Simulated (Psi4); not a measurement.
C$_{2}$H$_{6}$Cd, charge +1, doublet, geometry from GFN2-xTB (such geometries of metal compounds can be far from the true shape) (a state made from the parent by changing its charge; the spin is typed, not shown lowest) (core potentials on Cd); WB97X/def2-SVPD (Psi4).

Psi4 was given this input:
```
memory 2 GB

molecule {
1 2
  Cd   -0.00037268    0.00343970    0.00023157
  C     1.73182186    0.27276271   -1.39398400
  H     2.38256325   -0.58009537   -1.20848620
  H     2.17886356    1.22547614   -1.11533101
  H     1.29760715    0.27539917   -2.39231866
  C    -1.72996139   -0.28993399    1.39282796
  H    -2.18648018   -1.22965941    1.08664593
  H    -2.37381884    0.57386956    1.23647050
  H    -1.29200896   -0.32706786    2.38884011
}

set basis def2-svpd
set reference uks
set scf_type pk
set puream true
set d_convergence 1e-8
set dft_radial_points 99
set dft_spherical_points 590

energy('wb97x')
print_variables()
```

What the program printed (banner, timings and long lists left out):

```
   => Loading Basis Set <=

    Name: DEF2-SVPD
    Role: ORBITAL
    Keyword: BASIS

    !!!  WARNING: ECP capability is in beta. Please check occupations closely.  !!!

         ---------------------------------------------------------
                                   SCF
               by Justin Turney, Rob Parrish, Andy Simmonett
                          and Daniel G. A. Smith
                              UKS Reference
         ---------------------------------------------------------

  ==> Geometry <==

    Molecular point group: c1
    Full point group: C1

    Geometry (in Angstrom), charge = 1, multiplicity = 2:

       Center              X                  Y                   Z               Mass
    ------------   -----------------  -----------------  -----------------  -----------------
         CD          -0.000279972630     0.002584026193     0.000173966174   113.903365090000
         C            1.731914567370     0.271907036193    -1.394041603826    12.000000000000
         H            2.382655957370    -0.580951043807    -1.208543803826     1.007825032230
         H            2.178956267370     1.224620466193    -1.115388613826     1.007825032230
         H            1.297699857370     0.274543496193    -2.392376263826     1.007825032230
         C           -1.729868682630    -0.290789663807     1.392770356174    12.000000000000
         H           -2.186387472630    -1.230515083807     1.086588326174     1.007825032230
         H           -2.373726132630     0.573013886193     1.236412896174     1.007825032230
         H           -1.291916252630    -0.327923533807     2.388782506174     1.007825032230

  Running in c1 symmetry.

  Rotational constants: A =      2.52517  B =      0.10386  C =      0.10386 [cm^-1]
  Rotational constants: A =  75702.65505  B =   3113.56628  C =   3113.49649 [MHz]
  Nuclear repulsion =  108.220805196779381

  Charge       = 1
  Multiplicity = 2
  Electrons    = 37
  Nalpha       = 19
  Nbeta        = 18

  ==> Algorithm <==

  SCF Algorithm Type is PK.
  DIIS enabled.
  MOM disabled.
  Fractional occupation disabled.
  Guess Type is SAD.
  Energy threshold   = 1.00e-06
  Density threshold  = 1.00e-08
  Integral threshold = 1.00e-12

  ==> Primary Basis <==

  Basis Set: DEF2-SVPD
    Blend: DEF2-SVPD
    Number of shells: 52
    Number of basis functions: 122
    Number of Cartesian functions: 131
    Spherical Harmonics?: true
    Max angular momentum: 3

  Core potential: DEF2-SVPD
    Number of shells: 4
    Number of ECP primitives: 14
    Number of ECP core electrons: 28
    Max angular momentum: 3

  ==> DFT Potential <==

   => LibXC <=

    Version 7.1.2
    S. Lehtola, C. Steigemann, M. J. T. Oliveira, and M. A. L. Marques,  SoftwareX 7, 1–5 (2018) (10.1016/j.softx.2017.11.002)

   => Composite Functional: WB97X <=

    wB97X Hyb-GGA Exchange-Correlation Functional

    J.-D. Chai and M. Head-Gordon,  J. Chem. Phys. 128, 084106 (2008) (10.1063/1.2834918)

    Deriv               =              1
    GGA                 =           TRUE
    Meta                =          FALSE

    Exchange Hybrid     =           TRUE
    MP2 Hybrid          =          FALSE

   => Exchange-Correlation Functionals <=

    1.0000   wB97X range-separated functional

   => Exact (HF) Exchange <=

    0.8423            HF,LR [omega = 0.3000]
    0.1577               HF

   => LibXC Density Thresholds  <==

    XC_HYB_GGA_XC_WB97X:  1.00E-14

   => Molecular Quadrature <=

    Radial Scheme          =       TREUTLER
    Pruning Scheme         =           NONE
    Nuclear Scheme         =       TREUTLER

    Blocking Scheme        =         OCTREE
    BS radius alpha        =              1
    Pruning alpha          =              1
    Radial Points          =             99
    Spherical Points       =            590
    Total Points           =         500397
    Total Blocks           =           3564
    Max Points             =            256
    Max Functions          =            121
    Weights Tolerance      =       1.00E-15

  ==> Integral Setup <==

  Using in-core PK algorithm.
   Calculation information:
      Number of atoms:                   9
      Number of AO shells:              52
      Number of primitives:             84
      Number of atomic orbitals:       131
      Number of basis functions:       122

      Integral cutoff                 1.00e-12
      Number of threads:                 1

  Performing in-core PK
  Using 84453768 doubles for integral storage.
  We computed 860666 shell quartets total.
  Whereas there are 950131 unique shell quartets.

  Computing range-separated integrals for PK
  We computed 860666 wK shell quartets total.
  Whereas there are 950131 wK unique shell quartets.

  ==> DiskJK: Disk-Based J/K Matrices <==

    J tasked:                  Yes
    K tasked:                  Yes
    wK tasked:                 Yes
    Omega:               3.000E-01
    Schwarz Cutoff:          1E-12

  Minimum eigenvalue in the overlap matrix is 5.1419609703E-04.
  Reciprocal condition number of the overlap matrix is 6.7823774265E-05.
    Using symmetric orthogonalization.

  ==> Pre-Iterations <==

  SCF Guess: Superposition of Atomic Densities via on-the-fly atomic UHF (no occupation information).

   -------------------------
    Irrep   Nso     Nmo
   -------------------------
     A        122     122
   -------------------------
    Total     122     122
   -------------------------

  ==> Iterations <==

                        Total Energy        Delta E     RMS |[F,P]|

   @UKS iter SAD:  -245.98319173541515   -2.45983e+02   0.00000e+00
   @UKS iter   1:  -246.86051770733209   -8.77326e-01   4.80590e-03 ADIIS/DIIS
   @UKS iter   2:  -246.97477950932796   -1.14262e-01   3.54570e-03 ADIIS/DIIS
   @UKS iter   3:  -247.07273598454884   -9.79565e-02   3.11872e-04 ADIIS/DIIS
   @UKS iter   4:  -247.07424059113529   -1.50461e-03   1.53418e-04 ADIIS/DIIS
   @UKS iter   5:  -247.07459906459394   -3.58473e-04   3.86922e-05 DIIS
   @UKS iter   6:  -247.07463755669644   -3.84921e-05   9.24864e-06 DIIS
   @UKS iter   7:  -247.07464087325368   -3.31656e-06   4.43590e-06 DIIS
   @UKS iter   8:  -247.07464147564309   -6.02389e-07   3.08104e-06 DIIS
   @UKS iter   9:  -247.07464325814698   -1.78250e-06   8.51552e-06 DIIS
   @UKS iter  10:  -247.07464098239686    2.27575e-06   3.68290e-06 DIIS
   @UKS iter  11:  -247.07464066526703    3.17130e-07   2.68622e-07 DIIS
   @UKS iter  12:  -247.07464066690969   -1.64266e-09   9.89094e-08 DIIS
   @UKS iter  13:  -247.07464066720613   -2.96438e-10   3.83413e-08 DIIS
   @UKS iter  14:  -247.07464066729975   -9.36211e-11   1.60317e-08 DIIS
   @UKS iter  15:  -247.07464066732774   -2.79954e-11   6.56227e-09 DIIS
  Energy and wave function converged.

  ==> Post-Iterations <==

   Electrons on quadrature grid:
      Nalpha   =   18.9999998495 ; deviation = -1.505e-07
      Nbeta    =   17.9999998584 ; deviation = -1.416e-07
      Ntotal   =   36.9999997079 ; deviation = -2.921e-07

   @Spin Contamination Metric:   1.875596004E-03
   @S^2 Expected:                7.500000000E-01
   @S^2 Observed:                7.518755960E-01
   @S   Expected:                5.000000000E-01
   @S   Observed:                5.000000000E-01

    Orbital Energies [Eh]
    ---------------------

    Alpha Occupied:

[...]
      19A     -0.553637

    Alpha Virtual:

[...]
     122A     57.194043

    Beta Occupied:

[...]
    Beta Virtual:

[...]
    Final Occupation by Irrep:
              A
    DOCC [    18 ]
    SOCC [     1 ]
    NA   [    19 ]
    NB   [    18 ]

  @UKS Final Energy:  -247.07464066732774

   => Energetics <=

    Nuclear Repulsion Energy =            108.2208051967793807
    One-Electron Energy =                -608.8850979812102651
    Two-Electron Energy =                 272.6690901614616678
    DFT Exchange-Correlation Energy =     -19.0794380443585396
    Empirical Dispersion Energy =           0.0000000000000000
    VV10 Nonlocal Energy =                  0.0000000000000000
    Total Energy =                       -247.0746406673277420

  UHF NO Occupations:
  HONO-2 :   17  A 1.9997053
  HONO-1 :   18  A 1.9995571
  HONO-0 :   19  A 1.0000000
  LUNO+0 :   20  A 0.0004429
  LUNO+1 :   21  A 0.0002947
  LUNO+2 :   22  A 0.0000683
  LUNO+3 :   23  A 0.0000513

Computation Completed

Properties will be evaluated at   0.000000,   0.000000,   0.000000 [a0]

Properties computed using the SCF density matrix

 Multipole Moments:

 ------------------------------------------------------------------------------------
     Multipole            Electronic (a.u.)      Nuclear  (a.u.)        Total (a.u.)
 ------------------------------------------------------------------------------------

 L = 1.  Multiply by 2.5417464519 to convert [e a0] to [Debye]
 Dipole X            :         -0.0264532            0.0263769           -0.0000762
 Dipole Y            :          0.2441494           -0.2434479            0.0007016
 Dipole Z            :          0.0164372           -0.0163898            0.0000474
 Magnitude           :                                                    0.0007073

 ------------------------------------------------------------------------------------

  Variable Map:
  ----------------------------------------------------------------------------
[...]
  Array Variable Map:
  ----------------------------------------------------------------------------
[...]
[...]
```
